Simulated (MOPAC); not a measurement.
MOPAC input (PM7):

```
PM7 PRECISE GNORM=0.05 LET XYZ CHARGE=-1 GEO-OK AUX(PRECISION=9) THREADS=1
CNO

N    -0.00000000 1   -0.00000000 1   -1.25788699 1
C    -0.00000000 1   -0.00000000 1   -0.07148921 1
O     0.00000000 1    0.00000000 1    1.15426802 1
```

What heat of formation does the run end on?

-57.36 kcal/mol.
